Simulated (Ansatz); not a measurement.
Geometry optimisation, RKS B3LYP-D4/6-31G* in Ansatz.

Input file:

```yaml
crystal:
  periodic: [false, false, false]
  atoms:
    - { symbol: B, position_ang: [0.0, 0.0, 0.0] }
    - { symbol: H, position_ang: [0.0, 0.0, 1.54] }
    - { symbol: F, position_ang: [1.1431, 0.0, -0.66] }
    - { symbol: C, position_ang: [-1.3856, 0.0, -0.8] }
    - { symbol: H, position_ang: [-1.9458, -0.9305, -0.5708] }
    - { symbol: H, position_ang: [-1.9898, 0.8797, -0.4946] }
    - { symbol: H, position_ang: [-1.1839, 0.0508, -1.8903] }
    - { symbol: O, position_ang: [0.0766, 1.621, 0.5392] }
    - { symbol: C, position_ang: [0.5817, 2.0371, 1.7994] }
    - { symbol: H, position_ang: [0.8819, 1.1469, 2.3906] }
    - { symbol: H, position_ang: [1.4635, 2.6937, 1.6467] }
    - { symbol: H, position_ang: [-0.2049, 2.5965, 2.3475] }
    - { symbol: H, position_ang: [0.0407, 0.8604, 1.537] }
basis:
  gaussian: { orbitals: "6-31G*" }
hamiltonian:
  xc: b3lyp
  dispersion: d4
relax:
  f_tol: 0.15
  max_steps: 25
  restrain:
    - { distance: [0, 7], at: 2.61, k: 30.0 }
    - { distance: [12, 1], at: 1.86, k: 30.0 }
    - { distance: [0, 1], at: 1.19, k: 30.0 }
    - { distance: [12, 7], at: 1.01, k: 30.0 }
```

Run as:

```bash
$ ansatz run input.yaml --threads 2 --pin off --max-ram 3072MiB --backend cpu --events-out ev --progress --plain --runs-dir out
```

Question: Where does it end, and by what steps?

Answer: It converged. The restraints hold the end off the free minimum. After 16 steps the energy has fallen by 4.528 eV (the restraints' own energy left out); H12 moved furthest, 1.22 Å. Parted: B1–O8, H2–H13, C9–H13. Joined: B1–H2, O8–H13.

| step | energy less start (eV) | largest force component (eV/Å) | accepted |
| --- | --- | --- | --- |
| 0 | 0.0000 | 4.638 | yes |
| 1 | -0.4844 | 3.584 | yes |
| 2 | -0.6222 | 4.002 | yes |
| 3 | -1.5597 | 3.481 | yes |
| 4 | -2.9783 | 3.138 | yes |
| 5 | -3.8417 | 1.786 | yes |
| 6 | -4.1945 | 1.332 | yes |
| 7 | -4.3554 | 0.876 | yes |
| 8 | -4.4030 | 0.765 | yes |
| 9 | -4.4384 | 0.953 | yes |
| 10 | -4.4514 | 1.000 | yes |
| 11 | -4.4911 | 0.646 | yes |
| 12 | -4.5043 | 0.738 | yes |
| 13 | -4.5118 | 0.827 | yes |
| 14 | -4.5183 | 0.917 | yes |
| 15 | -4.5220 | 0.909 | yes |
| 16 | -4.5276 | 0.794 | yes |

```xyz
13
Properties=species:S:1:pos:R:3
B -0.300 -0.352 0.170
H -0.717 -0.633 1.256
F 1.034 -0.351 0.072
C -1.216 -0.125 -1.073
H -1.847 -1.005 -1.262
H -1.903 0.707 -0.867
H -0.657 0.105 -1.986
O -0.494 1.905 1.456
C 0.818 2.308 1.849
H 1.560 1.533 1.621
H 1.056 3.202 1.265
H 0.875 2.564 2.916
H -0.732 1.095 1.968
```

Run time: 110 s on 2 threads of Intel(R) Xeon(R) Processor @ 2.50GHz (Skylake/Cascade Lake) (shared host), peak memory 0.2 GiB.
